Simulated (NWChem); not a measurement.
System: BH2F; SMILES BF

NWChem input:

```
start job
memory heap 200 mb stack 900 mb global 1100 mb
geometry units angstroms noautosym nocenter noautoz
  B      0.000000     0.000000     0.661374
  H      0.000000    -1.057753     1.220231
  H      0.000000     1.057753     1.220231
  F      0.000000     0.000000    -0.662414
end
basis spherical
  * library def2-tzvp
end
dft
  xc bhlyp
  iterations 150
end
tddft
  cis
  ecut -23.0
  nroots 6
  notriplet
end
task tddft energy
```

All runs use the structure optimised with B3LYP/6-31G* (spherical d).

Core excitations by TDA in a window of 1s orbitals, non-relativistic and unshifted: absolute energies depend strongly on the exact-exchange share.

Q: Give the results of this calculation. (BHandHLYP/def2-TZVP, restricted-window TDA.) Quantities: first 1s excitation (eV); dipole oscillator strength of the first; first state with f > 0.002 (eV); dipole oscillator strength of that state.

A: first 1s excitation (eV): 683.6
dipole oscillator strength of the first: 0.0194
first state with f > 0.002 (eV): 683.6
dipole oscillator strength of that state: 0.0194
